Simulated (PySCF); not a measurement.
**SbMe3: computed shieldings and shifts**

SbMe3, C3H9Sb, point group C1.

Cartesian coordinates in Å; atom numbers follow the order of the lines, from 1:
```xyz
13

Sb    0.013    0.004    1.205
C     1.839   -0.003    0.032
H     2.471    0.851    0.315
H     1.599    0.062   -1.040
H     2.398   -0.930    0.222
C    -0.917    1.591    0.051
H    -0.818    1.384   -1.024
H    -0.436    2.552    0.282
H    -1.984    1.663    0.310
C    -0.919   -1.587    0.058
H    -2.000   -1.601    0.256
H    -0.497   -2.559    0.351
H    -0.750   -1.427   -1.017
```

GIAO calculations in PySCF 2.14 on the PBE0-D3(BJ)/def2-SVP structure: isolated species, scalar relativity only through the core potential, equivalent atoms averaged; basis pcSseg-1 (def2-TZVP on Sb).

Problem. Give the isotropic shieldings (ppm) with B3LYP, PBE0.

Solution. 
```json
{"atoms": "C2/C6/C10", "environment": "carbon bonded to Sb, 3 H", "B3LYP": "170.5", "PBE0": "176.8"}
{"atoms": "H3/H4/H5/H7/H8/H9/H11/H12/H13", "environment": "hydrogen on a carbon bonded to Sb", "B3LYP": "30.81", "PBE0": "30.70"}
{"atoms": "HOMO–LUMO gap (eV)", "environment": "–", "B3LYP": "6.38", "PBE0": "6.78"}
```

Problem. And the chemical shifts, against references computed in the same way?

Solution. 
```
                        atoms  nucleus, reference  B3LYP  PBE0
                    C2/C6/C10            ¹³C, TMS    8.7   7.6
H3/H4/H5/H7/H8/H9/H11/H12/H13             ¹H, TMS   0.57  0.56
```

Problem. Which part of the shielding of C2/C6/C10 depends on the functional?

Solution. Diamagnetic: B3LYP 249, PBE0 249 ppm; paramagnetic: B3LYP -79, PBE0 -73 ppm. The diamagnetic part, set mainly by inner electrons, hardly moves; the paramagnetic part goes with low-lying magnetically allowed excitations and carries the spread.

Sb is described by an effective core potential, so it has no shielding of its own here; spin–orbit effects on the atoms bonded to it, which can be large, are absent, and the values of these neighbours are rough.
